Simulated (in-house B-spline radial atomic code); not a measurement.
How G0W0 and RPA depend on the start: Xe IX (Xe8+)

Configuration [Kr] 4d10. Computed with a B-spline radial code for spherical atoms: all electrons, scalar-relativistic (spin-free one-electron X2C), finite nucleus, each spin shell either full or empty, empty states to l = 9 with an (l + 1/2)⁻⁴ tail; G0W0 by contour deformation at full frequency.

| start | mean-field 4d (eV) | G0W0 (eV) | QP weight | RPA correlation (Eh) |
| --- | --- | --- | --- | --- |
| Hartree-Fock | -180.71 | -181.01 | 0.979 | -3.4829 |
| LDA VWN5 | -167.91 | -180.72 | 0.968 | -3.7347 |
| PBE | -167.77 | -180.59 | 0.968 | -3.7301 |
| PBE0 | -171.41 | -180.68 | 0.971 | -3.6626 |
| r2SCAN | -168.72 | -180.59 | 0.970 | -3.6846 |
| HSE06 | -170.95 | -180.70 | 0.971 | -3.6663 |
| B3LYP (VWN-RPA) | -170.64 | -180.74 | 0.971 | -3.6773 |
| SCAN | -168.64 | -180.55 | 0.970 | -3.6818 |
| TPSS | -167.82 | -180.62 | 0.968 | -3.717 |
| BHandHLYP | -174.78 | -180.86 | 0.974 | -3.6002 |
| CAM-B3LYP | -172.63 | ? | ? | ? |
| LC-wPBE | -173.42 | ? | ? | ? |
| wB97X | -173.46 | -180.60 | 0.974 | -3.6471 |
| PBEsol | -167.70 | -180.63 | 0.968 | -3.7317 |
| BLYP | -167.52 | -180.67 | 0.968 | -3.7316 |
| r2SCAN0 | -172.07 | -180.68 | 0.973 | -3.6318 |
| LDA exchange-only | -165.80 | -180.89 | 0.967 | -3.7345 |

Problem. What G0W0 level, weight and RPA correlation energy follow from the LC-wPBE start?

Solution. G0W0 level -180.81 eV, weight 0.973, RPA correlation -3.6654 hartree.

Problem. What G0W0 level, weight and RPA correlation energy follow from the CAM-B3LYP start?

Solution. G0W0 level -180.82 eV, weight 0.972, RPA correlation -3.6561 hartree.

Problem. How much of the dependence on the start does G0W0 remove?

Solution. The mean-field levels span 14.9 eV and the G0W0 levels 0.46 eV. Against 179.84 ± 0.12 eV (NIST, measured) the G0W0 removal energies are off by +0.71 to +1.17 eV, with spin-orbit coupling, Breit and QED terms left out.
